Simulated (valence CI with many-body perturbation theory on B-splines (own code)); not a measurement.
**Level structure of Ce+**

Computed by configuration interaction combined with many-body perturbation theory (CI+MBPT): three valence electrons over a frozen Dirac-Fock core [Xe], radial functions for each j: 8 s, 8 p, 9 d, 9 f, 6 g, 3 h, 2 i, with the one-electron correlation potential Σ1, the two-electron term Σ2, the three-electron term Σ3, Breit, model QED; selected CI, second order for the rest (own B-spline code, finite nucleus).

Against 50 measured levels this calculation errs by 524 cm⁻¹ on average and by 1199 at most. These come from a selection out of the NIST Handbook of Basic Atomic Spectroscopic Data. Levels without a partner in it may be off by more, other configurations by several thousand cm⁻¹. 7 measured levels below the end of the list, from 4323 cm⁻¹ on, found no clear computed partner.

Levels 46 to 65 of 65, with energies above the lowest level, 4f.5d2 4H°_7/2 [a]. "Leading %" is the weight of the configuration and term that name the level; weights of strongly mixed levels are sums over their largest components and can fall short.

```tsv
No.	Configuration	Term	J	E (cm⁻¹)	Leading %	Second component
46	4f2.6s	2H	9/2	6816	57	38 % 4f2.6s 4H
47	4f2.5d	4K	11/2	7026	80	12 % 4f2.5d 2I
48	4f.5d2	2D°	5/2	7036	25	22 % 4f.5d.6s 2F°
49	4f.5d2	4G°	9/2	7124	65	16 % 4f.5d2 4F°
50	4f.5d.6s	2D°	5/2	7171	28	20 % 4f.5d2 2D°
51	4f.5d2	4F°	9/2	7214	46	34 % 4f.5d.6s 4G°
52	4f2.5d	2H	9/2	7232	85	9 % 4f2.5d 4I
53	4f.5d2	2I°	13/2	7309	85	6 % 4f.5d2 4H°
54	4f.5d.6s	2D°	3/2	7449	49	17 % 4f.5d2 2D°
55	4f.5d2	4G°	5/2	7512	80	9 % 4f.5d.6s 2F°
56	4f.5d2	4P°	3/2	7702	82	4 % 4f.5d2 2P°
57	4f.5d.6s	4G°	9/2	7770	26	14 % 4f.5d.6s 2H°
58	4f.5d.6s	4H°	13/2	7811	93	
59	4f.5d.6s	2F°	7/2	7867	38	14 % 4f.5d2 4G°
60	4f.5d2	4P°	1/2	7897	86	11 % 4f.5d2 2S°
61	4f.5d2	2H°	9/2	8032	36	13 % 4f.5d.6s 4G°
62	4f.5d2	4G°	11/2	8120	68	24 % 4f.5d.6s 4G°
63	4f2.6s	4H	13/2	8152	96	
64	4f.5d2	4G°	7/2	8213	68	10 % 4f.5d.6s 2F°
65	4f.5d2	4P°	5/2	8227	79	11 % 4f.5d2 2D°
```

Names give the largest LS component (configuration and term), which can be under half, so a name can repeat, a term be missing and a line seem to break the LS rules; names also repeat where a configuration has a term twice.

Where two levels of one J and parity lie close, their mixing, g and order are uncertain.
